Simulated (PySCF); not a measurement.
# LDA on Sc⁺ (scandium, charge +1)

Configuration: [Ar] 4s1 4p1, high-spin 3P determinant (an excited configuration). Computed with PySCF 2.14 in x2c-TZVPPall, with scalar relativity by spin-free X2C-1e.

| Quantity | Value |
| --- | --- |
| Total energy | -761.749 hartree |
| One-electron energy | -1034.630 hartree |
| Hartree (Coulomb) energy | 309.682 hartree |
| Exchange-correlation energy | -36.800 hartree |
| ⟨S²⟩ | 2.0001 |
| ⟨L²⟩ | 2.001 |
| Sum of ⟨r⟩ | 18.49 bohr |
| Sum of ⟨r²⟩ | 39.31 bohr² |
| Traceless quadrupole moment −½Σ⟨3z² − r²⟩ along its main axis | -6.17 e·bohr² |
| Langevin diamagnetic susceptibility | -31.1 ×10⁻⁶ cm³/mol |

```json
{"shell": "1s α", "electrons": "1", "mean orbital energy (hartree)": "-161.54876", "spread (hartree)": "0", "rms radius, mean of both spins (bohr)": "0.0845"}
{"shell": "1s β", "electrons": "1", "mean orbital energy (hartree)": "-161.54584", "spread (hartree)": "0", "rms radius, mean of both spins (bohr)": "0.0845"}
{"shell": "2s α", "electrons": "1", "mean orbital energy (hartree)": "-17.92794", "spread (hartree)": "0", "rms radius, mean of both spins (bohr)": "0.374"}
{"shell": "2s β", "electrons": "1", "mean orbital energy (hartree)": "-17.92505", "spread (hartree)": "0", "rms radius, mean of both spins (bohr)": "0.374"}
{"shell": "2p α", "electrons": "3", "mean orbital energy (hartree)": "-14.80712", "spread (hartree)": "0.00262", "rms radius, mean of both spins (bohr)": "0.342"}
{"shell": "2p β", "electrons": "3", "mean orbital energy (hartree)": "-14.80408", "spread (hartree)": "0.00451", "rms radius, mean of both spins (bohr)": "0.342"}
{"shell": "3s α", "electrons": "1", "mean orbital energy (hartree)": "-2.52116", "spread (hartree)": "0", "rms radius, mean of both spins (bohr)": "1.14"}
{"shell": "3s β", "electrons": "1", "mean orbital energy (hartree)": "-2.51379", "spread (hartree)": "0", "rms radius, mean of both spins (bohr)": "1.14"}
{"shell": "3p α", "electrons": "3", "mean orbital energy (hartree)": "-1.73340", "spread (hartree)": "0.00910", "rms radius, mean of both spins (bohr)": "1.24"}
{"shell": "3p β", "electrons": "3", "mean orbital energy (hartree)": "-1.72457", "spread (hartree)": "0.01326", "rms radius, mean of both spins (bohr)": "1.24"}
{"shell": "4s α", "electrons": "1", "mean orbital energy (hartree)": "-0.45810", "spread (hartree)": "0", "rms radius, mean of both spins (bohr)": "3.35"}
{"shell": "4p α", "electrons": "1", "mean orbital energy (hartree)": "-0.31344", "spread (hartree)": "0", "rms radius, mean of both spins (bohr)": "3.91"}
```

Densities and radii are taken from the X2C orbitals without a picture-change correction, which distorts them close to the nucleus.
